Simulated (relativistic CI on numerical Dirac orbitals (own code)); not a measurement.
# Calculated levels, Ir71+

Computed by Dirac-Coulomb-Breit CI, KLI orbitals optimised for each configuration, model QED (radiative potential, 1s self-energy scaled to tabulated hydrogen-like ionisation energies), unscaled Slater integrals (own radial code, finite nucleus).

CI space (outside the closed core 1s2): 2s2 2p2, 2s 2p3, 2p4, 2p3 3s, 2p3 3p, 2s2 2p 3s, 2p3 3d, 2s2 2p 3p, 2s2 2p 3d, 2s 2p2 3s, 2s 2p2 3p, 2s 2p2 3d, 2s2 2p 4s, 2s2 2p 4p, 2s2 2p 4d, 2s2 2p 4f. Levels of other configurations are missing.

The lowest level is 2s2 2p2 3P_0, with 68 % of that term; Hund's rules for 2s2 2p2 give 3P with J = 0, in agreement.

| No. | Configuration | Term | J | E (eV) | % | Lifetime (s) | jj configuration (%) |
| --- | --- | --- | --- | --- | --- | --- | --- |
| 1 | 2s2 2p2 | 3P | 0 | 0.0 | 68 |  | 2p1/2^2 (100) |
| 2 | 2s2 2p2 | 3P | 1 | 1699.7 | 100 | 3.37e-11 | 2p1/2 2p3/2 (100) |
| 3 | 2s2 2p2 | 1D | 2 | 1718.1 | 65 | 5.33e-09 | 2p1/2 2p3/2 (100) |
| 4 | 2s 2p3 | 3P° | 2 | 2023.4 | 49 | 2.67e-11 | 2s 2p3/2 (100) |
| 5 | 2s 2p3 | 1P° | 1 | 2117.2 | 31 | 5.34e-14 | 2s 2p3/2 (100) |
| 6 | 2s2 2p2 | 3P | 2 | 3445.0 | 65 | 7.95e-12 | 2p3/2^2 (99) |
| 7 | 2s2 2p2 | 1S | 0 | 3512.0 | 67 | 7.19e-12 | 2p3/2^2 (99) |
| 8 | 2s 2p3 | 5S° | 2 | 3692.9 | 50 | 2.27e-13 | 2s 2p1/2 2p3/2^2 (100) |
| 9 | 2s 2p3 | 3D° | 3 | 3738.7 | 100 | 2.40e-13 | 2s 2p1/2 2p3/2^2 (100) |
| 10 | 2s 2p3 | 3P° | 0 | 3807.1 | 100 | 6.80e-14 | 2s 2p1/2 2p3/2^2 (100) |
| 11 | 2s 2p3 | 3S° | 1 | 3831.2 | 53 | 3.46e-14 | 2s 2p1/2 2p3/2^2 (100) |
| 12 | 2s 2p3 | 1D° | 2 | 3840.1 | 74 | 3.54e-14 | 2s 2p1/2 2p3/2^2 (100) |
| 13 | 2s 2p3 | 3P° | 1 | 3844.8 | 64 | 6.13e-14 | 2s 2p1/2 2p3/2^2 (100) |
| 14 | 2p4 | 3P | 2 | 4182.8 | 67 | 3.67e-14 | 2p3/2^2 (99) |
| 15 | 2p4 | 1S | 0 | 4252.8 | 64 | 3.34e-14 | 2p3/2^2 (99) |
| 16 | 2s 2p3 | 3P° | 2 | 5502.8 | 51 | 7.14e-14 | 2s 2p3/2^3 (100) |
| 17 | 2s 2p3 | 1P° | 1 | 5594.9 | 36 | 2.87e-14 | 2s 2p3/2^3 (100) |
| 18 | 2p4 | 3P | 1 | 5900.5 | 100 | 2.34e-14 | 2p1/2 2p3/2^3 (100) |
| 19 | 2p4 | 1D | 2 | 5919.2 | 68 | 2.41e-14 | 2p1/2 2p3/2^3 (100) |
| 20 | 2p4 | 3P | 0 | 7676.7 | 65 | 1.76e-14 | 2p3/2^4 (100) |
| 21 | 2s2 2p 3s | 3P° | 0 | 11433.8 | 100 | 3.46e-15 | 2p1/2 3s (100) |
| 22 | 2s2 2p 3s | 3P° | 1 | 11437.6 | 67 | 2.86e-15 | 2p1/2 3s (100) |
| 23 | 2s2 2p 3p | 3D | 1 | 11528.3 | 74 | 2.23e-13 | 2p1/2 3p1/2 (100) |
| 24 | 2s2 2p 3p | 3P | 0 | 11581.0 | 67 | 1.13e-13 | 2p1/2 3p1/2 (99) |
| 25 | 2s 2p2 3s | 5P | 1 | 11730.8 | 41 | 3.48e-15 | 2s 2p1/2^2 3s (99) |
| 26 | 2s 2p2 3s | 3P | 0 | 11773.1 | 68 | 3.68e-15 | 2s 2p1/2^2 3s (99) |
| 27 | 2s 2p2 3p | 3P° | 1 | 11834.5 | 33 | 1.52e-15 | 2s 2p1/2^2 3p1/2 (99) |
| 28 | 2s 2p2 3p | 3P° | 0 | 11835.4 | 52 | 1.42e-13 | 2s 2p1/2^2 3p1/2 (99) |
| 29 | 2s2 2p 3p | 3D | 2 | 12055.1 | 52 | 1.40e-13 | 2p1/2 3p3/2 (100) |
| 30 | 2s2 2p 3p | 3P | 1 | 12056.1 | 49 | 1.79e-13 | 2p1/2 3p3/2 (99) |
| 31 | 2s2 2p 3d | 3F° | 2 | 12122.9 | 75 | 3.16e-15 | 2p1/2 3d3/2 (100) |
| 32 | 2s2 2p 3d | 3D° | 1 | 12150.0 | 50 | 3.79e-16 | 2p1/2 3d3/2 (100) |
| 33 | 2s2 2p 3d | 3P° | 2 | 12267.9 | 47 | 5.51e-16 | 2p1/2 3d5/2 (98) |
| 34 | 2s2 2p 3d | 3F° | 3 | 12272.6 | 46 | 5.56e-16 | 2p1/2 3d5/2 (100) |
| 35 | 2s 2p2 3p | 3P° | 2 | 12355.5 | 36 | 1.94e-14 | 2s 2p1/2^2 3p3/2 (97) |
| 36 | 2s 2p2 3p | 3D° | 1 | 12360.9 | 30 | 1.56e-15 | 2s 2p1/2^2 3p3/2 (100) |
| 37 | 2s 2p2 3d | 3D | 1 | 12422.2 | 47 | 3.47e-15 | 2s 2p1/2^2 3d3/2 (100) |
| 38 | 2s 2p2 3d | 3D | 2 | 12428.3 | 31 | 2.92e-15 | 2s 2p1/2^2 3d3/2 (99) |
| 39 | 2s 2p2 3d | 3D | 3 | 12563.6 | 38 | 5.54e-16 | 2s 2p1/2^2 3d5/2 (100) |
| 40 | 2s 2p2 3d | 3F | 2 | 12582.3 | 26 | 5.62e-16 | 2s 2p1/2^2 3d5/2 (99) |
| 41 | 2s2 2p 3s | 3P° | 2 | 13185.5 | 99 | 4.45e-15 | 2p3/2 3s (99) |
| 42 | 2s2 2p 3s | 1P° | 1 | 13195.3 | 66 | 2.35e-15 | 2p3/2 3s (99) |
| 43 | 2s2 2p 3p | 3P | 1 | 13300.4 | 49 | 9.39e-14 | 2p3/2 3p1/2 (97) |
| 44 | 2s2 2p 3p | 3D | 2 | 13302.1 | 47 | 1.12e-13 | 2p3/2 3p1/2 (97) |
| 45 | 2s 2p2 3s | 5P | 2 | 13396.3 | 84 | 5.31e-15 | 2s 2p1/2 2p3/2 3s (99) |
| 46 | 2s 2p2 3s | 3P | 1 | 13427.2 | 65 | 2.57e-15 | 2s 2p1/2 2p3/2 3s (98) |
| 47 | 2s 2p2 3s | 3D | 3 | 13436.9 | 63 | 4.70e-15 | 2s 2p1/2 2p3/2 3s (100) |
| 48 | 2s 2p2 3s | 3P | 2 | 13465.6 | 38 | 2.65e-15 | 2s 2p1/2 2p3/2 3s (99) |
| 49 | 2s 2p2 3p | 5P° | 1 | 13495.0 | 39 | 4.45e-15 | 2s 2p1/2 2p3/2 3p1/2 (100) |
| 50 | 2s 2p2 3p | 5D° | 2 | 13506.3 | 46 | 2.36e-15 | 2s 2p1/2 2p3/2 3p1/2 (100) |
| 51 | 2s 2p2 3s | 3P | 0 | 13524.6 | 99 | 2.33e-15 | 2s 2p1/2 2p3/2 3s (99) |
| 52 | 2s 2p2 3s | 3D | 1 | 13525.9 | 45 | 2.39e-15 | 2s 2p1/2 2p3/2 3s (99) |
| 53 | 2s 2p2 3s | 3P | 1 | 13532.7 | 73 | 5.43e-15 | 2s 2p1/2 2p3/2 3s (99) |
| 54 | 2s 2p2 3s | 1D | 2 | 13536.0 | 39 | 4.64e-15 | 2s 2p1/2 2p3/2 3s (99) |
| 55 | 2s 2p2 3p | 3D° | 3 | 13538.2 | 32 | 1.65e-15 | 2s 2p1/2 2p3/2 3p1/2 (100) |
| 56 | 2s 2p2 3p | 3P° | 2 | 13581.9 | 43 | 2.54e-15 | 2s 2p1/2 2p3/2 3p1/2 (99) |
| 57 | 2s 2p2 3p | 3P° | 0 | 13615.1 | 49 | 1.61e-15 | 2s 2p1/2 2p3/2 3p1/2 (99) |
| 58 | 2s 2p2 3p | 3D° | 1 | 13616.2 | 59 | 1.76e-15 | 2s 2p1/2 2p3/2 3p1/2 (100) |
| 59 | 2s 2p2 3p | 3F° | 2 | 13618.9 | 45 | 2.63e-15 | 2s 2p1/2 2p3/2 3p1/2 (100) |
| 60 | 2s 2p2 3p | 1P° | 1 | 13672.5 | 29 | 2.45e-15 | 2s 2p1/2 2p3/2 3p1/2 (99) |
| 61 | 2s2 2p 3p | 3D | 3 | 13790.2 | 99 | 7.71e-14 | 2p3/2 3p3/2 (99) |
| 62 | 2s2 2p 3p | 1P | 1 | 13790.9 | 54 | 6.22e-14 | 2p3/2 3p3/2 (98) |
| 63 | 2s2 2p 3p | 3P | 2 | 13823.7 | 65 | 6.77e-14 | 2p3/2 3p3/2 (98) |
| 64 | 2p3 3s | 3P° | 2 | 13837.9 | 47 | 5.97e-15 | 2p3/2 3s (97) |
| 65 | 2p3 3s | 1P° | 1 | 13848.4 | 31 | 2.81e-15 | 2p3/2 3s (97) |
| 66 | 2s2 2p 3p | 1S | 0 | 13852.8 | 66 | 5.58e-14 | 2p3/2 3p3/2 (98) |
| 67 | 2s2 2p 3d | 3D° | 2 | 13885.1 | 50 | 5.18e-16 | 2p3/2 3d3/2 (98) |
| 68 | 2s2 2p 3d | 3F° | 3 | 13893.9 | 53 | 5.60e-16 | 2p3/2 3d3/2 (98) |
| 69 | 2s2 2p 3d | 3P° | 1 | 13898.2 | 55 | 4.40e-16 | 2p3/2 3d3/2 (98) |
| 70 | 2s2 2p 3d | 3P° | 0 | 13903.1 | 98 | 5.64e-16 | 2p3/2 3d3/2 (98) |

Energies count from the lowest computed level; ° marks odd parity; lifetimes are radiative, by E1, M1, E2, M2 decay to levels of this space only. Filled j subshells are mostly left out of the jj labels.

The mean weight of the leading LS term, summed over parents, in these 70 levels is 58 %, and that of the leading jj configuration (from the same eigenvectors) 99 %, so jj coupling describes them better and the LS labels are nominal.

At this charge energies of transitions that change n are usually good to better than 1 %, and those within a shell (Δn = 0) to a few per cent.

LS names give the leading component of a level, which can be under half, so a name can repeat, a term be missing and a line seem to break the LS rules.
